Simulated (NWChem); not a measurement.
The numbers come from NWChem runs, not from measurements. System: CH3BF2S, charge 0, spin multiplicity 1, at a geometry optimised with PBE0/def2-SVP. The structure started from a generated list of species. Level: RHF/def2-TZVP.

NWChem printed:

```
             Northwest Computational Chemistry Package (NWChem) 7.3.0
             --------------------------------------------------------

                                NWChem Input Module
                                -------------------

 Scaling coordinates for geometry "geometry" by  1.889725989
 (inverse scale =  0.529177249)

 Turning off AUTOSYM since
 SYMMETRY directive was detected!

                             Geometry "geometry" -> ""
                             -------------------------

 Output coordinates in angstroms (scale by  1.889725989 to convert to a.u.)

  No.       Tag          Charge          X              Y              Z
 ---- ---------------- ---------- -------------- -------------- --------------
    1 B                    5.0000    -0.80220500    -0.21438100     0.00000000
    2 F                    9.0000    -2.03982300     0.24258600     0.00000000
    3 F                    9.0000    -0.61911200    -1.52415000     0.00000000
    4 S                   16.0000     0.57163000     0.94014500     0.00000000
    5 C                    6.0000     1.98832800    -0.19977800     0.00000000
    6 H                    1.0000     1.98701200    -0.83075100     0.89789000
    7 H                    1.0000     2.89136900     0.42384400     0.00000000
    8 H                    1.0000     1.98701200    -0.83075100    -0.89789000

 Effective nuclear repulsion energy (a.u.)     215.3196448955

            Nuclear Dipole moment (a.u.)
            ----------------------------
        X                 Y               Z
 ---------------- ---------------- ----------------
     0.0000018897     0.0000245664     0.0000000000

      Symmetry information
      --------------------

 Group name             Cs
 Group number              2
 Group order               2
 No. of unique centers     7

      Symmetry unique atoms

     1    2    3    4    5    6    7


 Summary of "ao basis" -> "" (spherical)
 ------------------------------------------------------------------------------
       Tag                 Description            Shells   Functions and Types
 ---------------- ------------------------------  ------  ---------------------
 *                         def2-tzvp                  on all atoms

 Summary of "ao basis" -> "ao basis" (spherical)
 ------------------------------------------------------------------------------
       Tag                 Description            Shells   Functions and Types
 ---------------- ------------------------------  ------  ---------------------
 B                         def2-tzvp                11       31   5s3p2d1f
 F                         def2-tzvp                11       31   5s3p2d1f
 S                         def2-tzvp                13       37   5s5p2d1f
 C                         def2-tzvp                11       31   5s3p2d1f
 H                         def2-tzvp                 4        6   3s1p

                                 NWChem SCF Module
                                 -----------------

  ao basis        = "ao basis"
  functions       =   179
  atoms           =     8
  closed shells   =    24
  open shells     =     0
  charge          =   0.00
  wavefunction    = RHF
  use symmetry    = T
  symmetry adapt  = T

 Summary of "ao basis" -> "ao basis" (spherical)
 ------------------------------------------------------------------------------
       Tag                 Description            Shells   Functions and Types
 ---------------- ------------------------------  ------  ---------------------
 B                         def2-tzvp                11       31   5s3p2d1f
 F                         def2-tzvp                11       31   5s3p2d1f
 S                         def2-tzvp                13       37   5s5p2d1f
 C                         def2-tzvp                11       31   5s3p2d1f
 H                         def2-tzvp                 4        6   3s1p

      Symmetry analysis of basis
      --------------------------

        a'        120
        a"         59

 Forming initial guess at       0.1s

      Superposition of Atomic Density Guess
      -------------------------------------

 Sum of atomic energies:        -660.02112673

      Non-variational initial energy
[...]
    31 a"         32 a'         33 a"         34 a'

 Starting SCF solution at       6.1s

 ----------------------------------------------
         Quadratically convergent ROHF

 Convergence threshold     :          1.000E-07
 Maximum no. of iterations :          100
 Final Fock-matrix accuracy:          1.000E-09
 ----------------------------------------------

              iter       energy          gnorm     gmax       time
             ----- ------------------- --------- --------- --------
                 1     -660.9133496086  1.14D+00  1.79D-01      7.2
                 2     -660.9807456791  3.53D-01  5.65D-02      9.6
                 3     -660.9900590346  2.06D-02  4.89D-03     12.7
                 4     -660.9901218840  2.10D-04  4.55D-05     18.1
                 5     -660.9901218907  2.03D-08  5.70D-09     28.4

       Final RHF  results
       ------------------

         Total SCF energy =   -660.990121890735
      One-electron energy =  -1343.260872030675
      Two-electron energy =    466.951105244479
 Nuclear repulsion energy =    215.319644895461

        Time for solution =     22.3s

       Symmetry analysis of molecular orbitals - final
       -----------------------------------------------

  Numbering of irreducible representations:

     1 a'          2 a"

  Orbital symmetries:

     1 a'          2 a'          3 a'          4 a'          5 a'
     6 a'          7 a'          8 a'          9 a"         10 a'
    11 a'         12 a'         13 a'         14 a'         15 a'
    16 a'         17 a"         18 a"         19 a'         20 a'
    21 a"         22 a'         23 a'         24 a"         25 a'
    26 a"         27 a'         28 a'         29 a'         30 a'
    31 a"         32 a'         33 a"         34 a'

             Final eigenvalues
             -----------------

              1
    1  -91.9610
    2  -26.3196
    3  -26.3158
    4  -11.2739
    5   -8.9677
    6   -7.7339
    7   -6.6491
    8   -6.6483
    9   -6.6479
   10   -1.6499
   11   -1.6191
   12   -1.0570
   13   -0.8954
   14   -0.8162
   15   -0.7681
   16   -0.7230
   17   -0.7210
   18   -0.6670
   19   -0.6603
   20   -0.6039
   21   -0.6020
   22   -0.5299
   23   -0.4617
   24   -0.3876
   25    0.1134
   26    0.1341
   27    0.1370
   28    0.1875
   29    0.1978
   30    0.2244
   31    0.2270
   32    0.2336
   33    0.2374
   34    0.2660

                       ROHF Final Molecular Orbital Analysis
                       -------------------------------------

 Vector   22  Occ=2.000000D+00  E=-5.299303D-01  Symmetry=a'
              MO Center=  9.6D-01,  3.1D-01, -4.2D-14, r^2= 2.8D+00
   Bfn.  Coefficient  Atom+Function         Bfn.  Coefficient  Atom+Function
  ----- ------------  ---------------      ----- ------------  ---------------
   108      0.332708  4 S  px               136     -0.236127  5 C  px
   139     -0.221483  5 C  px               105      0.154921  4 S  px

 Vector   23  Occ=2.000000D+00  E=-4.616612D-01  Symmetry=a'
              MO Center=  7.0D-01,  7.9D-01,  1.5D-13, r^2= 2.3D+00
   Bfn.  Coefficient  Atom+Function         Bfn.  Coefficient  Atom+Function
  ----- ------------  ---------------      ----- ------------  ---------------
   109      0.425386  4 S  py               112      0.250647  4 S  py
    98      0.214625  4 S  s                 97      0.212415  4 S  s
   106      0.194270  4 S  py               100     -0.156626  4 S  py

 Vector   24  Occ=2.000000D+00  E=-3.876283D-01  Symmetry=a"
              MO Center=  5.4D-01,  7.1D-01, -2.6D-13, r^2= 2.0D+00
   Bfn.  Coefficient  Atom+Function         Bfn.  Coefficient  Atom+Function
  ----- ------------  ---------------      ----- ------------  ---------------
   110      0.491597  4 S  pz               113      0.359187  4 S  pz
   107      0.218787  4 S  pz               101     -0.174517  4 S  pz

 Vector   25  Occ=0.000000D+00  E= 1.134139D-01  Symmetry=a'
              MO Center=  6.8D-01, -5.8D-01, -7.0D-14, r^2= 7.7D+00
   Bfn.  Coefficient  Atom+Function         Bfn.  Coefficient  Atom+Function
  ----- ------------  ---------------      ----- ------------  ---------------
   135      3.795999  5 C  s                  5     -2.163497  1 B  s
   164     -1.353826  6 H  s                176     -1.353826  8 H  s
     4      1.070256  1 B  s                111     -0.823205  4 S  px
   170     -0.758009  7 H  s                 10     -0.490562  1 B  py
    12     -0.479640  1 B  px               142     -0.402528  5 C  px

 Vector   26  Occ=0.000000D+00  E= 1.341399D-01  Symmetry=a"
              MO Center= -3.7D-01, -2.2D-01,  9.2D-14, r^2= 5.3D+00
   Bfn.  Coefficient  Atom+Function         Bfn.  Coefficient  Atom+Function
  ----- ------------  ---------------      ----- ------------  ---------------
    14      0.950534  1 B  pz               164      0.609986  6 H  s
   176     -0.609986  8 H  s                144     -0.490599  5 C  pz
   113     -0.394880  4 S  pz                 8      0.229942  1 B  pz
    76     -0.223202  3 F  pz                45     -0.219865  2 F  pz
    11      0.216825  1 B  pz

 Vector   27  Occ=0.000000D+00  E= 1.370207D-01  Symmetry=a'
              MO Center= -1.7D-01,  3.1D-01,  4.3D-14, r^2= 8.9D+00
   Bfn.  Coefficient  Atom+Function         Bfn.  Coefficient  Atom+Function
  ----- ------------  ---------------      ----- ------------  ---------------
   135      2.480472  5 C  s                  4     -1.954265  1 B  s
     5      1.433456  1 B  s                 98     -1.042126  4 S  s
   170     -0.861344  7 H  s                164     -0.774165  6 H  s
   176     -0.774165  8 H  s                 12     -0.599530  1 B  px
     9      0.570313  1 B  px                36      0.481453  2 F  s

 center of mass
 --------------
 x =  -0.20259067 y =  -0.00579013 z =   0.00000000

 moments of inertia (a.u.)
 ------------------
         277.444401915190         -73.961949385570           0.000000000000
         -73.961949385570         600.691846000424           0.000000000000
           0.000000000000           0.000000000000         866.530074386805

  Mulliken analysis of the total density
  --------------------------------------

    Atom       Charge   Shell Charges
 -----------   ------   -------------------------------------------------------
    1 B    5     4.37   0.91  1.07  0.47  0.18  0.02  0.85  0.43  0.05  0.14  0.19  0.06
    2 F    9     9.32   0.77  1.20  0.59  0.99  0.37  2.25  2.28  0.85  0.00  0.01  0.00
    3 F    9     9.33   0.77  1.20  0.59  0.99  0.37  2.25  2.28  0.86  0.00  0.01  0.00
    4 S   16    16.09   2.01  0.49  1.48  1.02  0.77  4.18  1.69  0.90  2.37  1.06  0.04  0.08  0.01
    5 C    6     6.30   0.85  1.12  0.47  0.72  0.03  1.22  1.45  0.34  0.02  0.06  0.00
    6 H    1     0.87   0.26  0.48  0.10  0.02
    7 H    1     0.86   0.26  0.48  0.10  0.02
    8 H    1     0.87   0.26  0.48  0.10  0.02

       Multipole analysis of the density wrt the origin
       ------------------------------------------------

     L   x y z        total         open         nuclear
     -   - - -        -----         ----         -------
     0   0 0 0     -0.000000      0.000000     48.000000

     1   1 0 0      0.868135      0.000000      0.000002
     1   0 1 0     -0.187008      0.000000      0.000025
     1   0 0 1      0.000000      0.000000      0.000000

     2   2 0 0    -25.286027      0.000000    318.969512
     2   1 1 0     -0.396724      0.000000     32.276466
     2   1 0 1      0.000000      0.000000      0.000000
     2   0 2 0    -28.732531      0.000000    134.300924
     2   0 1 1      0.000000      0.000000      0.000000
     2   0 0 2    -25.606772      0.000000      5.758030

 Task  times  cpu:       28.5s     wall:       28.5s

 Total times  cpu:       28.5s     wall:       28.5s
```

### Question
Write an NWChem input that would produce this output.

### Answer
This is not unique; one that fits is 
```
start mol
memory heap 200 mb stack 800 mb global 1000 mb
geometry units angstroms nocenter noautoz
  B     -0.802205    -0.214381     0.000000
  F     -2.039823     0.242586     0.000000
  F     -0.619112    -1.524150     0.000000
  S      0.571630     0.940145     0.000000
  C      1.988328    -0.199778     0.000000
  H      1.987012    -0.830751     0.897890
  H      2.891369     0.423844     0.000000
  H      1.987012    -0.830751    -0.897890
  symmetry group Cs
end
basis spherical
  * library def2-tzvp
end
scf
  rhf
  nopen 0
  maxiter 100
  thresh 1e-7
  semidirect memsize 60000000 filesize 0
end
task scf energy
```
